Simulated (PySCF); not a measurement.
CH6GaNO. Atoms are numbered in the order given.

```xyz
10

Ga     0.0007    -0.0026     0.0000
C     -0.3355     1.9374     0.0000
H      0.1112     2.4064     0.8905
H      0.1112     2.4064    -0.8905
H     -1.4157     2.1462     0.0000
O      1.6415    -0.7483     0.0000
H      2.3714    -0.1181     0.0000
N     -1.2820    -1.2867     0.0000
H     -1.0641    -2.2770     0.0000
H     -2.2801    -1.1138     0.0000
```

Coordinates come from a B3LYP-D3(BJ)/def2-SVP optimisation. Other conformers were not sampled.

The numbers are results of PBE/def2-TZVP (PySCF), not measurements.

Atomic charges (e):

```csv
atom,IAO,Löwdin
Ga1,0.91,0.11
C2,-0.74,(withheld)
H3,0.16,0.14
H4,0.16,0.14
H5,0.16,0.13
O6,-0.74,(withheld)
H7,0.35,(withheld)
N8,-0.79,-0.29
H9,0.27,0.16
H10,0.26,0.15
```

What belongs in the gaps? (An estimate is asked for; the answer gives what the named calculation found.)


- C2, Löwdin: -0.50
- O6, Löwdin: -0.20
- H7, Löwdin: 0.16
